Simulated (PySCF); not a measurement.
Isomers of C9H9Cl, from PySCF, PBE0-D3(BJ)/def2-SVP geometry optimisation, gas phase. One conformer each, no zero-point energy, no frequencies.

Question: Which is lower in electronic energy at this level?
A. `CC#C[C@]1(Cl)C=CC=C1C`: A = 1444, B = 836.4, C = 778.7 MHz, dipole 2.22 D
B. `[CH2:1]=[C:2]([CH3:3])[c:4]1[cH:5][cH:6][c:7]([Cl:8])[cH:9][cH:10]1` with C1–C2–C4–C5 -155° (4-chloro-alpha-methylstyrene): A = 3579, B = 556.1, C = 488.2 MHz, dipole 1.70 D

Answer: B. That is 4-chloro-alpha-methylstyrene, `C=C(C)C1=CC=C(Cl)C=C1`, 56.0 kcal/mol below the other.

```
               SMILES                                                        mapped SMILES      E (Eh)  relative (kcal/mol)  relative (kJ/mol)  dipole (D)
   C=C(C)c1ccc(Cl)cc1  [CH2:1]=[C:2]([CH3:3])[c:4]1[cH:5][cH:6][c:7]([Cl:8])[cH:9][cH:10]1  -807.61945                  0.0                0.0        1.70
CC#C[C@]1(Cl)C=CC=C1C  [CH3:1][C:2]#[C:3][C@:4]1([Cl:5])[CH:6]=[CH:7][CH:8]=[C:9]1[CH3:10]  -807.53021                 56.0              234.3        2.22
```

As drawn, the lower has an aromatic ring, which the higher lacks; the higher has a C≡C bond, which the lower lacks.
